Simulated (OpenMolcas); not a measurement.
Computed levels of 5d⁵ in ions with 73 electrons, in cm-1 above ⁶S_5/2.

```json
{
 "Program": "OpenMolcas 26.06",
 "Method": "CASSCF",
 "Basis": "ANO-R3",
 "Scalar Hamiltonian": "X2C, finite nucleus",
 "Spin-orbit coupling": "state interaction with AMFI integrals over the reference wave functions, term energies averaged over their components"
}
```

Active space for each ion: 5 electrons in 5 orbitals (5d).

```csv
Level,Re2+,Os3+,Pt5+,Au6+
⁴G_7/2,22663,25205,29419,31321
⁴G_11/2,23138,25905,30660,32858
⁴G_9/2,23654,26665,32062,34653
⁴P_1/2,26233,29389,34967,37648
⁴D_7/2,28532,32200,39089,42563
⁴D_1/2,31295,35831,44589,49109
²I_11/2,32505,36602,44237,48136
²I_13/2,34674,39457,48490,53075
²H_9/2,41212,46741,57011,62143
```

Task: Estimate ⁴G_7/2, ⁴G_11/2 for Ir4+ from its neighbours Os3+ and Pt5+.

Result: ⁴G_7/2 is another term, which grows about linearly with the charge: (25205 + 29419) / 2 = 27312. The calculation gives 27412, so the estimate is off by -0.4 %.
⁴G_11/2 is another term, which grows about linearly with the charge: (25905 + 30660) / 2 = 28282. The calculation gives 28373, so the estimate is off by -0.3 %.

Mixed levels, with the weight of the term that names them: Re2+ ⁴P_1/2 (69 %), Re2+ ⁴D_1/2 (72 %), Re2+ ²H_9/2 (56 %), Os3+ ⁴P_1/2 (67 %), Os3+ ⁴D_1/2 (71 %), Os3+ ²H_9/2 (55 %), Ir4+ ⁴G_7/2 (72 %), Ir4+ ⁴P_1/2 (66 %), Ir4+ ⁴D_7/2 (73 %), Ir4+ ⁴D_1/2 (70 %), Ir4+ ²H_9/2 (54 %), Pt5+ ⁴G_7/2 (68 %), Pt5+ ⁴P_1/2 (64 %), Pt5+ ⁴D_7/2 (68 %), Pt5+ ⁴D_1/2 (70 %), Pt5+ ²I_11/2 (73 %), Pt5+ ²H_9/2 (54 %), Au6+ ⁴G_7/2 (63 %), Au6+ ⁴G_11/2 (74 %), Au6+ ⁴P_1/2 (63 %), Au6+ ⁴D_7/2 (63 %), Au6+ ⁴D_1/2 (70 %), Au6+ ²I_11/2 (70 %), Au6+ ²H_9/2 (53 %).

Without dynamic correlation excited terms often stand tens of per cent too high (terms of higher spin than the ground term too low), and those without a measured partner can miss by more than the paired ones. Configurations with an s electron lie low in 5d ions of this charge, fall among these levels and mix in, so low-spin terms can stand far too high, up to twice their true height, and weights are not those of the real levels (holds for Re2+). Some levels mix across a computed gap that differs much from the measured one, so their mixing is not that of the real levels (holds for Re2+). Levels of configurations outside the active space are missing.
